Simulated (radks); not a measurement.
Spherical quantum dot in the effective-mass picture: electrons in a hard-walled sphere of radius 3.52, with a point charge +1 (a donor) at the centre, all in effective atomic units (hartree* = m*/eps^2 hartree, bohr* = eps/m* bohr), one dielectric constant everywhere. Calculated with a radial shooting solver with Libxc functionals: non-relativistic Kohn-Sham, LDA (Slater exchange, Perdew-Wang correlation), spin-polarised, spherical densities. Levels are named by radial order and angular momentum (1s, 1p, 1d, 2s, ...), and open shells are averaged over m. Results are scaled to m* = 0.075 and eps = 8.2, for which hartree* = 30.35 meV and bohr* = 5.786 nm. Each electron was tried in the lowest free levels, single moves between levels near the top were tried too, and the lowest total energy was kept; such a search can miss a lower state. At N = 1 the Hartree and exchange-correlation terms need not cancel, so that row can carry a self-interaction error.

N	open shells	2S	mu = E(N) - E(N-1) (meV)	addition energy mu(N+1) - mu(N) (meV)	e(HOMO) (meV)	rms radius (nm)
1	1s(up 1, down 0)	1	-13.266	18.55	-5.6882	8.299
2	none	0	5.2793	29.16	11.927	9.284
3	1p(up 1, down 0)	1	34.443	10.89	39.800	10.69
4	1p(up 2, down 0)	2	45.335	11.19	50.911	11.41
5	1p(up 3, down 0)	3	56.529	14.20	62.156	11.88
6	1p(up 3, down 1)	2	70.734	10.64	75.997	12.24
7	1p(up 3, down 2)	1	81.370	10.85	86.775	12.51
8	none	0	92.219	24.61	97.675	12.74
9	1d(up 1, down 0)	1	116.83	10.44	122.04	13.00
10	1d(up 2, down 0)	2	127.27	10.50	132.52	13.21
11	1d(up 3, down 0)	3	137.77	10.53	143.03	13.39
12	1d(up 4, down 0)	4	148.30	10.54	153.56	13.55
13	1d(up 5, down 0)	5	158.84	13.34	164.11	13.69
14	1d(up 5, down 1)	4	172.17	10.28	177.30	13.81
15	1d(up 5, down 2)	3	182.45	10.33	187.60	13.92
16	1d(up 5, down 3)	2	192.77	10.36	197.95	14.02
17	1d(up 5, down 4)	1	203.13	10.37	208.32	14.11
18	none	0	213.51	18.64	218.70	14.20
19	2s(up 1, down 0)	1	232.14	17.80	239.34	14.15
20	none	0	249.94	11.26	257.17	14.09
21	2s(up 1, down 0) 1f(up 2, down 0)	3	261.20	9.639	265.75	14.33
22	2s(up 1, down 0) 1f(up 3, down 0)	4	270.84	10.19	275.93	14.40
23	2s(up 1, down 0) 1f(up 4, down 0)	5	281.03	10.19	286.12	14.48
24	2s(up 1, down 0) 1f(up 5, down 0)	6	291.22	10.19	296.31	14.54
25	2s(up 1, down 0) 1f(up 6, down 0)	7	301.41	10.19	306.50	14.61
26	2s(up 1, down 0) 1f(up 7, down 0)	8	311.60	12.90	316.70	14.67
27	2s(up 1, down 0) 1f(up 7, down 1)	7	324.50	10.05	329.53	14.72
28	2s(up 1, down 0) 1f(up 7, down 2)	6	334.55	10.06	339.58	14.78
29	2s(up 1, down 0) 1f(up 7, down 3)	5	344.62	10.07	349.65	14.83
30	2s(up 1, down 0) 1f(up 7, down 4)	4	354.69	10.08	359.73	14.87
31	2s(up 1, down 0) 1f(up 7, down 5)	3	364.77	10.08	369.81	14.92
32	2s(up 1, down 0) 1f(up 7, down 6)	2	374.85	10.09	379.90	14.96
33	2s(up 1, down 0)	1	384.94	16.30	390.17	15.01
34	none	0	401.24	22.55	408.53	14.95
35	1g(up 1, down 0)	1	423.80	9.963	428.78	15.00
36	1g(up 2, down 0)	2	433.76	9.966	438.74	15.04
37	1g(up 3, down 0)	3	443.73	9.968	448.71	15.08
38	1g(up 4, down 0)	4	453.70	9.969	458.68	15.12
39	1g(up 5, down 0)	5	463.66	9.970	468.65	15.16
40	1g(up 6, down 0)	6	473.63	9.969	478.62	15.20
41	1g(up 7, down 0)	7	483.60	9.969	488.59	15.23
42	1g(up 8, down 0)	8	493.57	-	498.56	15.27

All shells are closed at N = 2, 8, 18, 20, 34 (there: 1s2 1p6 1d10 2s2 1f14); the second difference of the energy has clear peaks (12 % above both neighbours; the first and last values, which can be the largest, are not judged, and half-filled shells can peak too) at N = 2, 5, 8, 13, 26, 34.
